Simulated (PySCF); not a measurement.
Si(Br)(NH2) (BrH2NSi), SMILES [Si](N)Br (connectivity only; charge and spin as stated), neutral, multiplicity 1. Geometry optimised at PBE0-D3(BJ)/def2-TZVP. The values are those of a single conformer.

These are PBE0-D3(BJ)/def2-TZVP in PySCF values and carry that method's errors.

Harmonic wavenumbers (cm⁻¹): 227, 380, 508, 539, 762, 880, 1565, 3568, 3676. Rotational constants (GHz): 18.82, 2.830, 2.460; symmetry number 1.

Q: Work out the zero-point energy and the ideal-gas rigid-rotor harmonic-oscillator thermochemistry at 298.15 K and 1 atm.

A: ZPE = ½ Σ hcν = ½ × 12104 cm⁻¹ = 17.30 kcal/mol. H − E(el) = 20.56 kcal/mol. Entropy in cal/(mol K): translation 40.36, rotation 25.31, vibration 4.55, total 70.22. G − E(el) = -0.37 kcal/mol. Cp = 14.96 cal/(mol K).
